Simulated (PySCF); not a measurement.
Vertical excitations of a molecule C₂H₉NOSi₂ from TDA-PBE/def2-SVPD in PySCF, as energy in eV (oscillator strength): 4.77 (0.025), 5.58 (0.000), 5.69 (0.003), 5.72 (0.010), 6.02 (0.002), 6.11 (0.003). Lowest triplet (TDA): 4.20 eV. The structure is a stationary point at B3LYP-D3(BJ)/def2-SVP. The values are those of a single conformer.

Problem. Pick the molecule that these values belong to.
A. C=C[Si@@H](O)[SiH2]N
B. C=CO[SiH2]N[SiH3]
C. C1N[SiH2]OC[SiH2]1
D. C[Si@H]1OC[Si@@H]1N

Solution. B, C=CO[SiH2]N[SiH3]
